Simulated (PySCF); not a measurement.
# Spinor energies of Gd³⁶⁺ (gadolinium, charge +36)

Start: [Ar] 3d10. Calculated with PySCF 2.14 in an uncontracted even-tempered set (16 s from 7 bohr⁻², ratio 2.8; 13 p from 9 bohr⁻², ratio 2.8; 8 d from 9 bohr⁻², ratio 2.8; 3 f from 37 bohr⁻², ratio 3): generalised Hartree-Fock with the X2C-1e Hamiltonian and a Gaussian nucleus; one run each with spin-orbit coupling (SO) switched off, then screened by Boettger's factors.

```
spinor shell  electrons  ε, spin-free (eV)  ε, screened SO (eV)  weight of nominal j (screened SO)  rms radius, screened SO (bohr)
       1s1/2          2           -52013.2             -52004.5                              1.000                          0.0249
       2s1/2          2            -9932.4              -9929.8                              1.000                           0.101
       2p1/2          2            -9002.3              -9495.5                              1.000                          0.0862
       2p3/2          4            -9002.3              -8791.6                              1.000                          0.0925
       3s1/2          2            -3311.8              -3311.2                              1.000                           0.256
       3p1/2          2            -3016.6              -3124.3                              1.000                           0.247
       3p3/2          4            -3016.6              -2970.2                              1.000                           0.259
       3d3/2          4            -2639.4              -2659.3                              1.000                           0.230
```

Problem. Where does 3d5/2 lie, and what is the 3d spin-orbit splitting (screened SO)?

Solution. At -2625.8 eV, 33.478 eV above 3d3/2.

```
   quantity     spin-free   screened SO
E (hartree)  -10498.96313  -10506.03878
        M_J             0             0
       ⟨J²⟩         0.000         0.000
       ⟨L²⟩         0.000         0.032
       ⟨S²⟩         0.000         0.032
```

Breit and QED terms are absent; they matter most for the inner s and p1/2 levels.

Densities and radii are taken from the X2C orbitals without a picture-change correction, which distorts them close to the nucleus.

Without spin-orbit coupling the j labels of p, d and f shells carry no meaning; the spin-free column gives the mean over the occupied spinors of each nl shell.
